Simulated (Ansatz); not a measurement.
System: CH₃Si, charge 0, multiplicity 2. It need not be the lowest isomer of its formula. 
Geometry from a B3LYP-D3(BJ)/def2-TZVP (Ansatz, a first-principles code) optimisation:
SMILES: C[Si]
```xyz
5

C     -1.1030     0.0446     0.0262
Si     0.7938    -0.0232    -0.0072
H     -1.4093    -0.5919    -0.8203
H     -1.5274     1.0350    -0.1585
H     -1.5592    -0.3861     0.9215
```
Charge 0, spin multiplicity 2.

Computed values are from Ansatz. Valence correlation only, unless marked. UHF or UKS for open shells. Spin-orbit coupling is left out. No relativistic terms. CBS marks a two-point X^-3 extrapolation of the correlation energy; Hartree-Fock from the larger set. [CCSD(T)-MP2]/basis is that difference in the basis named.

Problem. What is the vertical electron affinity (to the triplet; negative means unbound) at RI-MP2/CBS(aug-cc-pV(T+d)Z,aug-cc-pV(Q+d)Z)+[CCSD(T)-MP2]/aug-cc-pV(T+d)Z?

Solution. 0.80 eV.

Problem. What is the atomisation energy De at CCSD(T)/CBS(cc-pV(T+d)Z,cc-pV(Q+d)Z)?

Solution. 378.2 kcal/mol.

Problem. What is the total energy at CCSD(T)/CBS(cc-pV(T+d)Z,cc-pV(Q+d)Z)?

Solution. -328.8317 Eh.

Problem. What is the T1 diagnostic at CCSD/def2-QZVPP?

Solution. 0.022.

Problem. What is the dipole moment at CCSD(T)/aug-cc-pV(D+d)Z?

Solution. 1.07 D.
